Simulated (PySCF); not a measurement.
BeF, SMILES [F][Be], multiplicity 2.

The structure is a stationary point at B3LYP-D3(BJ)/def2-TZVPD. The spin state was assumed, not searched.

The numbers are results of C-PCM-M06-2X/def2-TZVPD run with PySCF 2.14.0, not measurements.

The values are the electrostatic part of the solvation free energy, E(continuum) − E(gas) at the gas-phase geometry, in a cavity of scaled van der Waals radii (PySCF's table); cavitation and dispersion terms are not included. A continuum can't describe solvent molecules that bind to the metal. The dipole moment in vacuum is 1.40 D.

Computed values in water (ε = 78.36), ethanol (ε = 24.85), 2-propanol (ε = 19.26):
```tsv
solvent	ε	ΔG(elec) (kcal/mol)	dipole (D)
water	78.36	-4.7	1.69
ethanol	24.85	-4.5	1.68
2-propanol	19.26	-4.5	1.68
```
